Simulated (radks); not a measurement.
Coulomb parameter of the 5d shell of the hafnium ion Hf2+ in the model configuration [Xe] 4f14 5d0.5 6s1.5, as a second difference U = [E(n + 0.25) + E(n - 0.25) - 2 E(n)] / (0.25)^2 with all orbitals relaxed. "Bare": the charge of the atom changes with n. "Screened": the 6s shell takes up the change at fixed total charge, which measures U(5d,5d) + U(6s,6s) - 2 U(5d,6s). Method: scalar-relativistic Kohn-Sham, PBE, spin-unpolarised, spherical densities, finite nucleus; Fermi nuclear charge, rms radius 5.347 fm; computed with a radial shooting solver on a logarithmic mesh with Libxc functionals.

case	configuration	E - E(n) (eV)
start	[Xe] 4f14 5d0.5 6s1.5	0.000
bare +0.25	[Xe] 4f14 5d0.75 6s1.5	-4.554
bare -0.25	[Xe] 4f14 5d0.25 6s1.5	5.200
screened +0.25	[Xe] 4f14 5d0.75 6s1.25	-0.041
screened -0.25	[Xe] 4f14 5d0.25 6s1.75	0.087

U(bare) = 10.335 eV, U(screened by 6s) = 0.741 eV, against the Slater integral F0(5d,5d) = 12.289 eV with frozen orbitals.
